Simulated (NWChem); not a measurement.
Everything below was run with NWChem. System: AlF4 (-1), charge -1, spin multiplicity 1, optimised in this run. The structure started from a generated list of species. Level: B3LYP/def2-SVP.

Input file:

```
start mol
memory heap 200 mb stack 900 mb global 1100 mb
charge -1
geometry units angstroms
  Al     0.000000     0.000000    -0.000020
  F      1.374666     0.000000     0.972008
  F     -1.374666     0.000000     0.972008
  F      0.000000     1.374645    -0.971994
  F      0.000000    -1.374645    -0.971994
  symmetry group C2v
end
basis spherical
  * library def2-svp
end
dft
  xc b3lyp
  semidirect memsize 60000000 filesize 0
  iterations 100
end
driver
  maxiter 80
end
task dft optimize
task dft freq
```

NWChem printed:

```
             Northwest Computational Chemistry Package (NWChem) 7.3.0
             --------------------------------------------------------

                                NWChem Input Module
                                -------------------

 Scaling coordinates for geometry "geometry" by  1.889725989
 (inverse scale =  0.529177249)

 Turning off AUTOSYM since
 SYMMETRY directive was detected!

          ------
          auto-z
          ------
  Looking for out-of-plane bends

                             Geometry "geometry" -> ""
                             -------------------------

 Output coordinates in angstroms (scale by  1.889725989 to convert to a.u.)

  No.       Tag          Charge          X              Y              Z
 ---- ---------------- ---------- -------------- -------------- --------------
    1 Al                  13.0000     0.00000000     0.00000000    -0.00001984
    2 F                    9.0000     1.37466600     0.00000000     0.97200816
    3 F                    9.0000    -1.37466600     0.00000000     0.97200816
    4 F                    9.0000     0.00000000     1.37464500    -0.97199384
    5 F                    9.0000     0.00000000    -1.37464500    -0.97199384

 Effective nuclear repulsion energy (a.u.)     240.6439882795

            Nuclear Dipole moment (a.u.)
            ----------------------------
        X                 Y               Z
 ---------------- ---------------- ----------------
     0.0000000000     0.0000000000     0.0000000000

      Symmetry information
      --------------------

 Group name             C2v
 Group number             16
 Group order               4
 No. of unique centers     3

      Symmetry unique atoms

     1    2    4


 Summary of "ao basis" -> "" (spherical)
 ------------------------------------------------------------------------------
       Tag                 Description            Shells   Functions and Types
 ---------------- ------------------------------  ------  ---------------------
 *                          def2-svp                  on all atoms

                           NWChem Geometry Optimization
                           ----------------------------

 maximum gradient threshold         (gmax) =   0.000450
 rms gradient threshold             (grms) =   0.000300
 maximum cartesian step threshold   (xmax) =   0.001800
 rms cartesian step threshold       (xrms) =   0.001200
 fixed trust radius                (trust) =   0.300000
 maximum step size to saddle      (sadstp) =   0.100000
 energy precision                  (eprec) =   5.0D-06
 maximum number of steps          (nptopt) =   80
 initial hessian option           (inhess) =    0
 line search option               (linopt) =    1
 hessian update option            (modupd) =    1
 saddle point option              (modsad) =    0
 initial eigen-mode to follow     (moddir) =    0
 initial variable to follow       (vardir) =    0
 follow first negative mode     (firstneg) =    T
 apply conjugacy                    (opcg) =    F
 source of zmatrix                         =   autoz

          -------------------
          Energy Minimization
          -------------------

 Names of Z-matrix variables
    1              2              3              4              5
    6              7              8              9             10

 Variables with the same non-blank name are constrained to be equal

 Using diagonal initial Hessian
 Scaling for Hessian diagonals: bonds = 1.00  angles = 0.25  torsions = 0.10
[...]
          MASS-WEIGHTED PROJECTED HESSIAN (Hartree/Bohr/Bohr/Kamu)
          --------------------------------------------------------

               1            2            3            4            5            6            7            8            9           10
   ----- ----- ----- ----- -----
    1    1.45714D+01
    2    6.58368D-08  1.45718D+01
    3   -4.69970D-08  4.52150D-08  1.45718D+01
    4   -7.44241D+00 -6.93869D-08 -4.38567D+00  9.59545D+00
    5   -4.55694D-08 -1.24014D+00  6.04493D-09  1.70266D-07  1.10096D+00
    6   -4.38572D+00  6.25397D-09 -4.34135D+00  6.00651D+00  7.16685D-08  5.34824D+00
    7   -7.44241D+00  5.84217D-09  4.38567D+00 -7.80053D-01 -6.05680D-08  1.88869D-01  9.59545D+00
    8   -1.72203D-08 -1.24014D+00  2.78502D-08 -1.40569D-08  3.23056D-01  3.13329D-09 -7.78917D-10  1.10096D+00
    9    4.38572D+00  4.06412D-08 -4.34135D+00 -1.88869D-01 -4.50687D-08  2.82343D-01 -6.00651D+00  3.86256D-08  5.34824D+00
   10   -1.24014D+00  2.95454D-08 -1.60175D-08  2.69439D-02  3.88950D-01 -4.84412D-01  2.69441D-02 -3.88950D-01  4.84412D-01  1.10095D+00
   11   -3.15266D-08 -7.44260D+00  4.38578D+00  1.21856D-01  2.69454D-02  2.95568D-01 -1.21856D-01  2.69453D-02  2.95568D-01  1.12729D-07
   12   -2.55069D-08  4.38580D+00 -4.34139D+00 -2.95568D-01  4.84415D-01 -2.28448D-01  2.95568D-01  4.84416D-01 -2.28448D-01 -6.90989D-08
   13   -1.24014D+00 -4.44598D-08  5.78774D-09  2.69437D-02 -3.88950D-01 -4.84412D-01  2.69441D-02  3.88950D-01  4.84412D-01  3.23055D-01
   14    1.58572D-08 -7.44260D+00 -4.38578D+00 -1.21856D-01  2.69455D-02 -2.95568D-01  1.21856D-01  2.69455D-02 -2.95568D-01 -2.45423D-08
   15    7.81252D-09 -4.38580D+00 -4.34139D+00 -2.95568D-01 -4.84415D-01 -2.28448D-01  2.95568D-01 -4.84416D-01 -2.28448D-01  8.05141D-08

              11           12           13           14           15
   ----- ----- ----- ----- -----
   11    9.59565D+00
   12   -6.00662D+00  5.34828D+00
   13   -3.51567D-08  3.94910D-08  1.10095D+00
   14   -7.80040D-01 -1.88863D-01 -1.52218D-08  9.59565D+00
   15    1.88863D-01  2.82335D-01 -6.92207D-08  6.00662D+00  5.34829D+00

 center of mass
 --------------
 x =   0.00000000 y =   0.00000000 z =   0.00000294

 moments of inertia (a.u.)
 ------------------
         522.879486311217           0.000000000000           0.000000000000
           0.000000000000         522.879374268331           0.000000000000
           0.000000000000           0.000000000000         522.876618792697

 Rotational Constants
 --------------------
 A=   0.115133 cm-1  (  0.165647 K)
 B=   0.115132 cm-1  (  0.165646 K)
 C=   0.115132 cm-1  (  0.165646 K)

 Temperature                      =   298.15K
 frequency scaling parameter      =   1.0000

 Zero-Point correction to Energy  =    6.384 kcal/mol  (  0.010173 au)
 Thermal correction to Energy     =    9.845 kcal/mol  (  0.015688 au)
 Thermal correction to Enthalpy   =   10.437 kcal/mol  (  0.016632 au)

 Total Entropy                    =   74.092 cal/mol-K
   - Translational                =   39.788 cal/mol-K (mol. weight = 102.9751)
   - Rotational                   =   25.072 cal/mol-K (symmetry #  =        2)
   - Vibrational                  =    9.232 cal/mol-K

 Cv (constant volume heat capacity) =   17.345 cal/mol-K
   - Translational                  =    2.979 cal/mol-K
   - Rotational                     =    2.979 cal/mol-K
   - Vibrational                    =   11.386 cal/mol-K


 ----------------------------------------------------------------------------
 Normal Eigenvalue ||    Projected Derivative Dipole Moments (debye/angs)
  Mode   [cm**-1]  ||      [d/dqX]             [d/dqY]           [d/dqZ]
 ------ ---------- || ------------------ ------------------ -----------------
    1       -0.000 ||       0.267              -0.060            -0.240
    2       -0.000 ||      -0.314              -0.063            -0.030
    3        0.000 ||       0.126              -0.093            -0.122
    4        0.000 ||      -0.192              -0.011            -0.339
    5        0.000 ||      -0.033              -0.200            -0.128
    6        0.000 ||      -0.003               0.410            -0.139
    7      202.759 ||      -0.000              -0.000            -0.000
    8      202.759 ||       0.000               0.000             0.000
    9      310.695 ||      -0.991              -0.002             0.002
   10      310.695 ||      -0.002               0.991             0.002
   11      310.702 ||       0.002              -0.002             0.991
   12      632.740 ||       0.000              -0.000            -0.000
   13      832.436 ||      -1.977               0.000             0.000
   14      832.443 ||       0.000              -0.000             1.977
   15      832.445 ||       0.000               1.977             0.000
 ----------------------------------------------------------------------------

 ----------------------------------------------------------------------------
 Normal Eigenvalue ||           Projected Infra Red Intensities
  Mode   [cm**-1]  || [atomic units] [(debye/angs)**2] [(KM/mol)] [arbitrary]
 ------ ---------- || -------------- ----------------- ---------- -----------
    1       -0.000 ||    0.005726           0.132         5.582       1.291
    2       -0.000 ||    0.004493           0.104         4.380       1.013
    3        0.000 ||    0.001712           0.040         1.669       0.386
    4        0.000 ||    0.006602           0.152         6.436       1.489
    5        0.000 ||    0.002494           0.058         2.431       0.562
    6        0.000 ||    0.008108           0.187         7.904       1.828
    7      202.759 ||    0.000000           0.000         0.000       0.000
    8      202.759 ||    0.000000           0.000         0.000       0.000
    9      310.695 ||    0.042540           0.981        41.470       9.593
   10      310.695 ||    0.042540           0.981        41.470       9.593
   11      310.702 ||    0.042540           0.981        41.470       9.593
   12      632.740 ||    0.000000           0.000         0.000       0.000
   13      832.436 ||    0.169466           3.910       165.204      38.217
   14      832.443 ||    0.169468           3.910       165.206      38.217
   15      832.445 ||    0.169466           3.910       165.203      38.216
 ----------------------------------------------------------------------------

 Task  times  cpu:       52.6s     wall:       52.6s

 Total times  cpu:       57.5s     wall:       57.5s
```
